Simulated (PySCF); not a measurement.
Compound: C7H14N (charge +1).
SMILES with atom numbers: `[CH2:1]=[C:2]([CH3:3])[C:4]([CH3:5])=[N+:6]([CH3:7])[CH3:8]` (hydrogens: H9, H10 on C1; H11, H12, H13 on C3; H14, H15, H16 on C5; H17, H18, H19 on C7; H20, H21, H22 on C8)

Cartesian coordinates in Å at the GFN2-xTB level; atoms count from 1:
```xyz
22
C7H14N angstrom
C      1.3825    0.5665    1.6757
C      1.2777    0.1403    0.4175
C      2.4540    0.0813   -0.5149
C      0.0152   -0.3948   -0.1021
C      0.0433   -1.7456   -0.7083
N     -1.1020    0.2614   -0.0450
C     -1.2245    1.6205    0.4265
C     -2.3388   -0.3269   -0.5091
H      0.5586    0.5566    2.3687
H      2.3322    0.8822    2.0711
H      3.1630    0.8628   -0.2568
H      2.9741   -0.8718   -0.4283
H      2.1479    0.2126   -1.5495
H      1.0485   -2.1532   -0.7189
H     -0.3435   -1.7285   -1.7281
H     -0.5946   -2.4266   -0.1421
H     -1.7488    1.6418    1.3831
H     -0.2493    2.0860    0.5477
H     -1.8073    2.1951   -0.2944
H     -3.1697    0.3285   -0.2624
H     -2.3190   -0.4726   -1.5910
H     -2.5099   -1.2964   -0.0403
```

Computed at PBE0/pcSseg-1 (PySCF, non-relativistic), with Q(14N) = 0.02044 b: N6, 14N (I = 1): χzz = -1.582 MHz, η = 0.074.

Question: Find the zero-field quadrupole resonance frequencies of 14N at N6.

Answer: From ν± = (3/4)|χ|(1 ± η/3) and ν0 = |χ|η/2: ν+ 1.216 MHz, ν− 1.157 MHz, ν0 0.059 MHz (nitrogen bonded to 3 C).

In a crystal, neighbours and librations shift these lines. Geometry: GFN2-xTB, one conformer, isolated ion. GFN2-xTB bond lengths can be off by several hundredths of an ångström, more for odd bonds, and the gradients follow them. With so small a basis the couplings can be 20 % off.
